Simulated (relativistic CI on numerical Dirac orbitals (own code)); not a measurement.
## Te XI: sensitivity of the levels to the model

Base calculation: Dirac-Coulomb-Breit CI, orbitals from a KLI potential per configuration, QED by a radiative potential, unscaled Slater integrals.

Configuration list (outside the closed core [Ar] 3d10): 4s²4p⁶4d⁶, 4s²4p⁵4d⁷, 4s²4p⁶4d⁵4f, 4s²4p⁶4d⁵5s, 4s²4p⁴4d⁸, 4s4p⁶4d⁷, 4s²4p⁶4d⁵5p, 4s²4p⁶4d⁴5s², 4s²4p⁶4d⁵5d, 4s²4p⁶4d⁴4f5s, 4p⁶4d⁸, 4s²4p⁶4d⁴5p², 4s²4p⁶4d⁵6s, 4s²4p⁶4d⁵6d. Levels of other configurations are missing.

Variants: (1) configuration mixing switched off. Shifts of the energy above 4s²4p⁶4d⁶ ⁵D4, in cm⁻¹, for the lowest level and the first level of each name with at least 55 % of one term (blank where a level changes its place among those of its configuration and J or its character, or is not in the variant):

```
        Level     Base     Δ(1)
4s²4p⁶4d⁶ ⁵D4      0.0      0.0
4s²4p⁶4d⁶ ⁵D3   7208.0   -180.7
4s²4p⁶4d⁶ ⁵D2   8385.1   +638.8
4s²4p⁶4d⁶ ⁵D1  11485.3   +328.6
4s²4p⁶4d⁶ ⁵D0  12225.4   +493.1
4s²4p⁶4d⁶ ³P2  30902.0  +4613.3
4s²4p⁶4d⁶ ³H5  36340.2  -1256.0
4s²4p⁶4d⁶ ³H6  36619.5  -2066.9
4s²4p⁶4d⁶ ³F3  39222.3  +1853.9
4s²4p⁶4d⁶ ³F2  40266.5  +2801.6
4s²4p⁶4d⁶ ³H4  44046.7         
4s²4p⁶4d⁶ ³P1  47788.0  +3888.1
4s²4p⁶4d⁶ ³G5  49885.4   -906.0
4s²4p⁶4d⁶ ³G4  50948.0   +563.9
4s²4p⁶4d⁶ ³D2  52156.2  +3414.6
4s²4p⁶4d⁶ ³G3  53654.2   +667.8
4s²4p⁶4d⁶ ³D3  55371.1  +2350.2
4s²4p⁶4d⁶ ³D1  56054.1  +3598.5
4s²4p⁶4d⁶ ¹I6  60308.9  -2916.9
4s²4p⁶4d⁶ ¹G4  65028.9  +1071.0
4s²4p⁶4d⁶ ³P0  66265.2         
4s²4p⁶4d⁶ ¹D2  67769.0  +5558.3
```

At this charge energies of transitions that change n are usually good to better than 1 %, and those within a shell (Δn = 0) to a few per cent. Terms inside the open d or f shell come out 10 to 20 % too wide with unscaled integrals. Levels and lines within the n = 5 or 6 shells can be off by up to 10 % or somewhat more, and those that change n by about 2 %, since core polarisation is missing.

Ionisation energy from the two ground configurations alone: base 214.527 eV. The NIST ASD value (theoretical) is 215 eV.

LS names give the leading component of a level, which can be under half, so a name can repeat, a term be missing and a line seem to break the LS rules.
